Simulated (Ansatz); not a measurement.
Stepwise reaction of `[F][Ti]([F])([F])[F]` with hydrogen sulfide, as a gas-phase model of exchange steps in deposition or etching. ΔE in kJ/mol.

Program: Ansatz. Geometries: PBE0-D4/def2-TZVP. ΔE: electronic, gas phase. CCSD(T)/CBS is the MP2 limit (def2-TZVPP, def2-QZVPP) plus CCSD(T) − MP2 in def2-TZVPP, frozen cores. This one scheme is used for every species. Functionals use def2-TZVPP. B3LYP here is the variant with VWN-RPA as its local correlation; programs differ in this. For Ti outer-core shells are correlated without core-valence functions, which leaves a few kJ/mol of doubt a bond. Scalar relativity is left out up to krypton. One conformer a species, not always the lowest.

| step | reaction | PBE-D4 | B3LYP-D4 | ωB97M-V | CCSD(T)/CBS |
| --- | --- | --- | --- | --- | --- |
| 1 | `[F][Ti]([F])([F])[F]` + H₂S → `[F][Ti]([F])([F])[SH]` + H–F | 76.3 | 80.6 | 85.5 | 70.7 |
| 2 | `[F][Ti]([F])([F])[SH]` + H₂S → `[F][Ti]([F])([SH])[SH]` + H–F | 72.2 | 76.4 | 81.1 | 63.1 |
| 4 | `[F][Ti]([SH])([SH])[SH]` + H₂S → `[SH][Ti]([SH])([SH])[SH]` + H–F | 76.7 | 81.7 | 86.5 | 64.5 |

(1) Give the row of step 3, `[F][Ti]([F])([SH])[SH]` + H₂S → `[F][Ti]([SH])([SH])[SH]` + H–F. (Estimate.)

(2) By hand: ΔE of the 4 steps together at CCSD(T)/CBS.

## Answers

(1) The calculation gave: 
| step | reaction | PBE-D4 | B3LYP-D4 | ωB97M-V | CCSD(T)/CBS |
| --- | --- | --- | --- | --- | --- |
| 3 | `[F][Ti]([F])([SH])[SH]` + H₂S → `[F][Ti]([SH])([SH])[SH]` + H–F | 66.9 | 72.2 | 78.6 | 57.3 |

(2) (70.7) + (63.1) + (57.3) + (64.5) = 255.6 kJ/mol, or 63.9 kJ/mol a step.

In ΔE step 3 is the lowest and step 1 the highest. All are uphill at CCSD(T)/CBS. PBE-D4 differs from CCSD(T)/CBS by 5.6 to 12.2 kJ/mol a step. Isolated molecules leave out the surface, adducts and barriers. Largest T1 diagnostic: 0.029.
